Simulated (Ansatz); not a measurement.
`F[SiH2]F` + `[NH2][AlH2]` → `F[SiH2][NH][AlH2]` + H–F at 600 K and 1 bar (ligand exchange at the Si–F bond).

Isolated molecules relaxed with PBE0-D4/def2-TZVP in Ansatz; ΔE leaves out vibrations. CCSD(T)/CBS adds triple-zeta CCSD(T) − MP2 to the extrapolated MP2 energy (def2 sets, frozen cores). This one scheme is used for every species. One conformer a species, not always the lowest.

```csv
species,CCSD(T)/CBS energy (Eh),H − E (kJ/mol),S (J/(mol·K))
`F[SiH2]F`,-489.99391,92.8,309.1
`[NH2][AlH2]`,-299.14566,138.4,304.9
`F[SiH2][NH][AlH2]`,-688.71689,189.9,420.8
H–F,-100.39570,42.3,194.0
```

H − E and S are ideal-gas, rigid-rotor, harmonic terms from PBE0-D4/def2-TZVP, for one conformer and one mirror image of each species. 1 Eh = 2625.50 kJ/mol, R = 8.31446 J/(mol·K).

Task: By hand: ΔE, ΔH, ΔS and ΔG.

Result: ΔE = (-688.71689) + (-100.39570) − (-489.99391) − (-299.14566) = 0.02698 Eh = 70.8 kJ/mol. Δ(H − E) = 189.9 + 42.3 − 92.8 − 138.4 = 1.0, so ΔH = 71.8 kJ/mol. ΔS = 420.8 + 194.0 − 309.1 − 304.9 = 0.8 J/(mol·K). ΔG = 71.8 − 600 × (0.8)/1000 = 71.3 kJ/mol.

Task: By hand: the equilibrium constant, and the temperature at which ΔG would vanish if ΔH and ΔS stayed fixed.

Result: log₁₀ K = −ΔG/(RT ln 10) = -6.2. ΔG = 0 at ΔH/ΔS = 89750 K, far beyond where these terms or the molecules hold.

The number of gas molecules stays the same, so ΔS is small and ΔH decides. A doubt of 5 kJ/mol in ΔE shifts log₁₀ K by 0.4 here. Other conformers and mirror images would add mixing entropy, several J/(mol·K) or more a flexible species. These are equilibria of isolated gas molecules and say nothing of rates. Largest T1 diagnostic: 0.012 (customary marks: 0.02 for closed shells, 0.045 for open ones).
